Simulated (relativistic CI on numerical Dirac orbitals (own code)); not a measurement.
# Nd I: calculation against measurement

Computed by Dirac-Coulomb-Breit CI, KLI orbitals optimised for each configuration, model QED (radiative potential, 1s self-energy scaled to tabulated hydrogen-like ionisation energies), valence Slater integrals scaled by 0.85, P86 correlation energy added to each configuration (own radial code, finite nucleus).

Configurations in the expansion (outside the closed core [Xe]): 4f⁴6s², 4f³6s²5d, 4f⁴6s5d, 4f³6s5d², 4f⁴6s6p, 4f³6s²6p, 4f³6s²7p, 4f³6s²8s, 4f³6s²8p, 4f⁴7s², 4f³5d7s², 4f³6p7s², 4f³7s²7p, 4f³7s²8s. Double excitations out of closed p, d and f shells are left out; levels of such configurations are missing from the list, as are those of other unlisted configurations, and high levels can miss mixing partners.

```csv
Configuration,Term (tabulated),J,Measured (cm⁻¹),Computed,Error,Purity (%)
4f⁴6s²,5I,4,0.0,0,0,97
4f⁴6s²,5I,5,1128.1,1176,48,98
4f⁴6s²,5I,6,2366.6,2475,108,99
4f⁴6s²,5I,7,3681.7,3858,177,98
4f⁴6s²,5I,8,5048.6,5297,249,96
4f³6s²5d,5L°,6,6764.2,-5675,-12440,78
4f³6s²5d,5K°,5,6854.0,-5288,-12142,77
4f³6s²5d,5L°,7,8402.5,-4169,-12571,76
4f³6s²5d,5K°,6,8411.9,-3767,-12179,61
4f⁴6s5d,7L,5,8475.4,3922,-4554,96
4f³6s5d²,7M°,6,8800.4,-8509,-17310,94
4f³6s²5d,5I°,4,9083.8,-2084,-11168,68
4f⁴6s5d,7L,6,9115.1,4616,-4499,95
4f³6s5d²,7M°,7,9692.3,-7616,-17308,94
4f⁴6s5d,7K,4,9814.7,5455,-4360,96
4f³6s²5d,5H°,3,9927.4,-1311,-11239,65
4f⁴6s5d,7L,7,9939.7,5447,-4493,94
4f³6s²5d,5K°,7,10017.8,-2310,-12328,74
4f⁴6s²,5F,1,10119.0,11243,1124,94
4f³6s²5d,5L°,8,10160.6,-2535,-12696,66
4f⁴6s5d,7K,5,10376.8,6065,-4312,94
4f⁴6s²,5F,2,10469.5,11629,1159,93
4f⁴6s5d,5L,6,10774.9,8197,-2578,95
4f³6s5d²,7M°,8,10784.9,-6578,-17362,94
4f⁴6s5d,7L,8,10898.0,6404,-4494,94
4f⁴6s5d,7K,6,11109.2,6810,-4299,92
4f³6s²5d,5K°,8,11704.6,-603,-12308,71
4f³6s5d²,7M°,9,11887.7,-5401,-17289,95
4f⁴6s5d,7K,7,11918.4,7679,-4239,91
4f⁴6s5d,7L,9,11959.8,7472,-4488,95
4f⁴6s5d,5L,7,12056.8,9341,-2715,93
4f³6s²5d,5L°,9,12162.1,-596,-12758,65
4f⁴6s5d,7K,8,12902.4,8659,-4243,91
4f⁴6s5d,7L,10,13101.4,8629,-4473,96
4f⁴6s5d,5L,8,13333.5,10635,-2698,93
4f⁴6s5d,7K,9,13953.6,9733,-4221,91
4f⁴6s5d,7L,11,14304.1,9856,-4448,97
4f³6s²5d,5I°,8,14732.2,3389,-11343,65
4f⁴6s5d,7K,10,15073.2,10882,-4191,92
```

Measured levels from NIST Handbook of Basic Atomic Spectroscopic Data (Sansonetti and Martin, J. Phys. Chem. Ref. Data 34, 1559 (2005)); pairs were made by configuration, J and term (by order where the table uses no LS term), so strongly mixed levels may be paired wrongly.

Mean error by configuration (cm⁻¹): 4f⁴6s² 478; 4f³6s²5d -12106; 4f⁴6s5d -4077; 4f³6s5d² -17317. Over the excited levels the mean absolute error is 7227 cm⁻¹ (38 of the 38 excited levels that our extract of the source holds in range could be paired), and the median relative error of those above 1,000 cm⁻¹ is 43 %. Some levels of the ground configuration have no partner.
